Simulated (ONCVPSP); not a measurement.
**zirconium (Zr): variants of one ONCV potential**

Base potential:

```
Element                 : zirconium
Generator               : ONCVPSP 4.0.1
Type                    : optimised norm-conserving Vanderbilt (ONCV)
Functional              : PBE
Relativity              : scalar-relativistic
Frozen core             : [Ar] 3d10 4s2
Valence charge          : 10
Reference configuration : 4p6 4d2 5s1 5p1
Partial waves           : 5s: rc 3.00 bohr, ncon 3, nbas 8, qcut 2.3 1/bohr, 2 projectors, debl 2.9 Ha; 4p+5p: rc 2.40 bohr, ncon 4, nbas 7, qcut 5.5 1/bohr, 2 projectors; 4d: rc 1.95 bohr, ncon 4, nbas 7, qcut 4.5 1/bohr, 2 projectors, debl 3.3 Ha
Local potential         : polynomial inside 1.95 bohr (lpopt 5, dvloc0 3 Ha)
Core correction         : Teter function fitted to the true core (icmod 2), fcfact 0.3
```

Cutoffs, loose and tight: the cutoffs (Ha) at which the residual kinetic energy of the hardest occupied pseudo-wave falls to 1 and 0.1 mHa per electron. They do not see the model core or the augmentation charge, which bear on the density cutoff. Test errors are all-electron minus pseudo excitation energies from the reference, over the configurations 4p6 4d2 5s2 5p0; 4p6 4d2 5s1 5p0; 4p6 4d2 5s0 5p0; 4p6 4d0 5s0 5p0. A dash means not determined; rows that change the core or the reference have their own tests. The largest error is taken over the tests solved by every variant that gives reliable tests at all: 4p6 4d2 5s0 5p0; 4p6 4d2 5s1 5p0; 4p6 4d2 5s2 5p0.

| change | outcome | cutoff, loose | cutoff, tight | bound ghosts | GHOST(+) flags above zero | largest test error (meV) |
| --- | --- | --- | --- | --- | --- | --- |
| base | generated | 24 Ha | 43 Ha | none | s | -4.5 |
| s: qcut 2.6 | failed: ERROR pspot: first pseudo wave function has node, program will stop | – | – | – | – | – |
| d: nbas 9 | generated | 23 Ha | 76 Ha | none | s | -4.4 |
| local potential polynomial inside 1.60 bohr (lpopt 2, dvloc0 3 Ha) | generated | 24 Ha | 43 Ha | none | s | -4.5 |
| local potential polynomial inside 1.95 bohr (lpopt 5, dvloc0 5 Ha) | generated | 24 Ha | 43 Ha | none | s | -4.5 |
| d: rc 2.02 | generated | 22 Ha | 40 Ha | none | s | -4.4 |
| s: qcut 2.5 | failed: ERROR pspot: first pseudo wave function has node, program will stop | – | – | – | – | – |
| d: nproj 3 | generated | 24 Ha | 43 Ha | none | s | -4.4 |
| all radii but the core radius scaled by about 1.21 (s 3.62, p 2.90, d 2.36 bohr); local potential polynomial inside 2.36 bohr (lpopt 5, dvloc0 3 Ha) | generated | 12 Ha | 28 Ha | none | s | -9.8 |

**Question.** What comes out with this change to the base: d: rc 2.84?

**Answer.** outcome: generated; cutoff, loose: 10 Ha; cutoff, tight: 12 Ha; bound ghosts: none; GHOST(+) flags above zero: s; largest test error (meV): -4.3.

**Question.** What comes out with this change to the base: core correction Teter function fitted to the true core (icmod 2), fcfact 0.6?

**Answer.** outcome: generated; cutoff, loose: 24 Ha; cutoff, tight: 43 Ha; bound ghosts: none; GHOST(+) flags above zero: s; largest test error (meV): +5.3.
